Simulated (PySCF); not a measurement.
Species: C6H9F.
Z-matrix (Å and degrees, PBE0-D3(BJ)/def2-SVP geometry), rows numbered from 1:
```
F 
C   1  1.3558
C   2  1.5273  1  115.70
C   3  1.5495  2   98.04  1   179.96
C   4  1.5374  3   99.15  2     0.12
C   2  1.5361  1  121.24  3  -126.11
C   2  1.5365  1  121.30  3   126.23
H   3  1.1001  2  111.56  1    60.48
H   3  1.1003  2  111.50  1   -60.61
H   4  1.1002  3  112.86  2   119.04
H   4  1.1001  3  112.73  2  -118.54
H   5  1.0970  4  117.72  3   179.93
H   6  1.1012  2  118.41  1    80.96
H   6  1.0991  2  112.01  1   -49.96
H   7  1.1014  2  118.47  1   -80.96
H   7  1.0992  2  111.96  1    49.97
```

Method used: core-valence-separated Tamm–Dancoff BHandHLYP/aug-pcX-1 (pcseg-1 on H) in PySCF, non-relativistic, gas phase, PBE0-D3(BJ)/def2-SVP geometry. BHandHLYP without relativity tends to put these K edges a few eV too low, so spacings mean more than positions.

Question: What does the C 1s absorption edge look like?

Answer: 
```
E (eV)       f  core hole on                 main final orbital
285.68  0.0140            C4                        LUMO (63 %)
285.76  0.0163            C3                      LUMO+1 (34 %)
285.81  0.0269         C6/C7           LUMO (2 roots, f summed)
286.03  0.0149            C5                        LUMO (67 %)
286.12  0.0162            C4                      LUMO+2 (39 %)
286.15  0.0372            C3                      LUMO+6 (38 %)
286.27  0.0540         C6/C7         LUMO+5 (2 roots, f summed)
286.43  0.0272         C6/C7         LUMO+1 (2 roots, f summed)
286.54  0.0057            C3                        LUMO (39 %)
286.68  0.0062            C4                      LUMO+1 (59 %)
287.06  0.0001            C4                             spread
287.06  0.0025            C3                      LUMO+5 (31 %)
287.07  0.0299            C5  LUMO+1/LUMO+2 (2 roots, f summed)
287.19  0.0005         C6/C7         LUMO+2 (2 roots, f summed)
287.33  0.0050            C3                      LUMO+3 (38 %)
287.38  0.0002            C5                      LUMO+3 (43 %)
287.39  0.0065            C4                      LUMO+5 (36 %)
287.42  0.0129         C6/C7         LUMO+3 (2 roots, f summed)
287.50  0.0036            C3                      LUMO+2 (65 %)
```

The first line with a tenth or more of the strongest one's intensity is at 285.68 eV (f = 0.014), with the hole on C4 (ring CH2 carbon). The strongest listed is at 286.27 eV (f = 0.054, sum of 2; C6/C7).

Question: What does the F 1s absorption edge look like?

Answer: 
```csv
E (eV),f,core hole on,main final orbital
686.18,0.0072,F1,LUMO+1 (46 %)
686.77,0.0195,F1,LUMO (41 %)
687.20,0.0036,F1,LUMO+2 (78 %)
687.33,0.0031,F1,LUMO+3 (51 %)
687.64,0.0143,F1,LUMO (52 %)
688.00,0.0010,F1,LUMO+4 (44 %)
688.11,0.0016,F1,LUMO+5 (34 %)
```

The first line with a tenth or more of the strongest one's intensity is at 686.18 eV (f = 0.007), with the hole on F1 (alkyl fluorine). The strongest listed is at 686.77 eV (f = 0.019; F1).

Roots within 0.03 eV whose holes lie on the same, on equivalent or on shared atoms are summed into one line, and the highest roots are left out, as the search may have cut off their partners. Final orbitals are the ground state's empty Kohn–Sham orbitals.

Question: What is the summed oscillator strength of the listed C K lines, and their intensity-weighted mean energy?

Answer: Σf = 0.280 over 19 lines from 285.68 to 287.50 eV; the weighted mean is 286.37 eV. The strongest line holds 19 % of the sum.

Only the lowest roots of each edge were sought.

Hardware: an Arm Neoverse N1 with one thread (shared host). Cost: 65 s wall, 1.0 GiB resident at most.
